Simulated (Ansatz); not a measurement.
C3H9AlIN, singlet, at a GFN2-xTB geometry (such geometries of metal compounds can be far from the true shape) (all electrons, no relativity), with bond 14-9 at 1.4 times its length; SC-NEVPT2/STO-3G, CASSCF(4,3) (Ansatz, a quantum-chemistry and plane-wave program).

The Ansatz input:
Ansatz 0.2 input:
```yaml
crystal:
  periodic: [false, false, false]
  atoms:
    - {symbol: Al, position_ang: [-0.32799515, 0.07028427, 0.97717182]}
    - {symbol: I, position_ang: [1.02022987, -0.73663219, -1.00040551]}
    - {symbol: C, position_ang: [-0.01601960, -0.69079140, 2.78044960]}
    - {symbol: H, position_ang: [-0.90732122, -1.17284613, 3.19473945]}
    - {symbol: H, position_ang: [0.29460404, 0.06480965, 3.50915491]}
    - {symbol: H, position_ang: [0.77375570, -1.44958660, 2.74825141]}
    - {symbol: N, position_ang: [-1.55051093, 1.34256308, 0.64235796]}
    - {symbol: C, position_ang: [-1.86592569, 1.97186213, -0.62905101]}
    - {symbol: C, position_ang: [-2.37068805, 1.86484491, 1.72177839]}
    - {symbol: H, position_ang: [-2.91436608, 1.80179219, -0.90107901]}
    - {symbol: H, position_ang: [-1.69795787, 3.05436148, -0.58287491]}
    - {symbol: H, position_ang: [-1.23245539, 1.55602499, -1.41374756]}
    - {symbol: H, position_ang: [-2.22030428, 2.94357376, 1.84669364]}
    - {symbol: H, position_ang: [-3.86197924, 1.62264532, 1.45147301]}
    - {symbol: H, position_ang: [-2.09892863, 1.36440062, 2.65284987]}
basis:
  gaussian:
    orbitals: STO-3G
magnetization: {spin_polarized: false}
correlation: {method: sc_nevpt2, electrons: all, active_space: {window: {electrons: 4, orbitals: 3}}}
```

Output, abridged:

```
Functional definition: HF
788 factors; integrals over basis functions are off by at most 6.9e-5 eV
mean field evaluation 1: about -197578.2709 eV, gradient 2.3e1 eV
mean field evaluation 2: about -197578.4776 eV, gradient 2.3e1 eV
mean field evaluation 4: about -197580.8010 eV, gradient 1.9e0 eV
mean field evaluation 8: about -197580.8176 eV, gradient 4.3e-5 eV
mean field -197580.81762475 eV, -7260.9611226212 hartree, gradient 2.0e-6 eV, S^2 0.000000; 0 other end points of the search recorded, 0 dependent functions left out
reference -197580.81762475 eV, -7260.9611226212 hartree; 50, 50 occupied and 15, 15 virtual orbitals, 788 factors
state -197581.90958786 eV, -7261.0012515253 hartree
state -197581.90958786 eV, -7261.0012515253 hartree; corrected -197588.28958612 eV, -7261.2357121369 hartree
Total energy: -197588.28958612 eV, -7261.2357121369 hartree
```
